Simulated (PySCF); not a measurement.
Structure problem from calculated spectra and properties.

Formula: C6H7NO.

| Property | Result |
| --- | --- |
| Rotational structure | rotational constants A, B, C: 5.099, 1.528, 1.185 GHz [GFN2-xTB] |
| Dipole | 1.00 D [PBE0/pcSseg-1] |
| NMR, other nuclei | isotropic shieldings of nuclei other than C and H, by class: 95 (1 N), 218 (1 O) ppm [GIAO PBE0/pcSseg-1] |
| 1H NMR | chemical shifts (computed TMS as zero) by class: 7.53 (2 H), 7.04 (1 H), 6.91 (2 H), 6.39 (1 H), 4.09 (1 H) ppm [GIAO PBE0/pcSseg-1] |
| 13C NMR | chemical shifts (computed TMS as zero) by class: 155.5 (1 C), 134.7 (2 C), 124.4 (1 C), 114.3 (2 C) ppm [GIAO PBE0/pcSseg-1] |

The electronic properties come from PySCF, for the isolated species, density fitting. Levels stand in brackets. One conformer (not necessarily the lowest) at the GFN2-xTB geometry, without solvent, vibrations or thermal averaging. NMR classes are plain means over equivalent atoms (diastereotopic ones count apart unless rotation or inversion swaps them), as if these changed places fast.

**Question.** Give a SMILES that accounts for the data.

**Answer.** Numbering: `[OH:1][NH:2][c:3]1[cH:4][cH:5][cH:6][cH:7][cH:8]1`. Its formula, C6H7NO, gives 4 degrees of unsaturation: 1 ring and 3 π bonds in the structure found (Kekulé form). 6 carbons fall into 4 classes; from least to most shielded: aromatic carbon bearing nitrogen [C3] (155.5 ppm), aromatic CH carbon [C5/C7] (134.7 ppm, 2 C), aromatic CH carbon [C6] (124.4 ppm), aromatic CH carbon [C4/C8] (114.3 ppm, 2 C). Hydrogen classes from least to most shielded: 2 H on the meta carbons, C5/C7 (7.53 ppm), 1 H on the para carbon, C6 (7.04 ppm), 2 H on the ortho carbons, C4/C8 (6.91 ppm, a mean of values up to 0.5 ppm apart in this geometry), 1 H on a hydroxylamine nitrogen, N2 (6.39 ppm), 1 H on a hydroxyl oxygen, O1 (4.09 ppm). The other shieldings belong to: 95 ppm, hydroxylamine nitrogen [N2]; 218 ppm, hydroxyl oxygen [O1]. The optimised geometry has point group C1 and is an asymmetric top. Structure: `ONc1ccccc1`. The assignments are read from this structure; whether some other isomer fits the data as well wasn't checked.

The values belong to the conformer `[OH:1][NH:2][c:3]1[cH:4][cH:5][cH:6][cH:7][cH:8]1`: O1–N2–C3–C4 27°, H–O1–N2–C3 -102°.
